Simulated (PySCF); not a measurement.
Sb(Br)2(Me) (CH3Br2Sb), SMILES [Br][Sb]([CH3])[Br]. Atoms are numbered in the order given.

```xyz
7

Sb     0.4593    -0.7422     0.0000
Br    -0.1342     0.7716     1.9392
Br    -0.1342     0.7716    -1.9392
C     -1.4541    -1.7402     0.0000
H     -1.5293    -2.3659     0.9013
H     -2.2496    -0.9836     0.0000
H     -1.5293    -2.3659    -0.9013
```
Charge 0, spin multiplicity 1.

Coordinates come from a PBE0-D3(BJ)/def2-SVP optimisation. The structure was generated by enumeration; whether it is a known compound was not checked. The def2 effective core potentials stand for the cores of Sb; spin–orbit coupling is left out.

Level of theory: TDDFT-PBE/def2-SVPD in PySCF 2.14.0.

Vertical excitations. Gas-phase values at a fixed geometry. State labels are in the subgroup Cs.

Problem. Estimate the UV-visible absorptions. (An estimate is asked for; the answer gives what the named calculation found.)

Solution. 
```tsv
state	symmetry	energy (eV)	λ (nm)	f	main pairs
S1	A'	3.88	320	0.017	HOMO→LUMO 96 %
S2	A"	4.13	300	0.009	HOMO→LUMO+1 88 %
S3	A"	4.42	281	0.004	HOMO−2→LUMO 58 %, HOMO−1→LUMO 39 %
S4	A"	4.51	275	0.026	HOMO−1→LUMO 51 %, HOMO−2→LUMO 36 %
S5	A'	4.53	274	0.001	HOMO−1→LUMO+1 74 %, HOMO−3→LUMO 24 %
S6	A'	4.65	267	0.014	HOMO−3→LUMO 56 %, HOMO−1→LUMO+1 23 %, HOMO−2→LUMO+1 18 %
S7	A'	4.70	264	0.004	HOMO−2→LUMO+1 80 %, HOMO−3→LUMO 17 %
S8	A"	5.10	243	0.070	HOMO−3→LUMO+1 80 %
S9	A'	5.43	228	0.027	HOMO−4→LUMO 89 %
S10	A"	5.67	219	0.028	HOMO−4→LUMO+1 94 %
T1	A'	3.40	364	0	HOMO→LUMO 98 %
T2	A"	3.64	341	0	HOMO→LUMO+1 98 %
T3	A"	4.00	310	0	HOMO−1→LUMO 99 %
T4	A"	4.20	295	0	HOMO−2→LUMO 98 %
```
Triplets are in the Tamm–Dancoff approximation, which puts them higher than full response would, so one can lie above its singlet here.
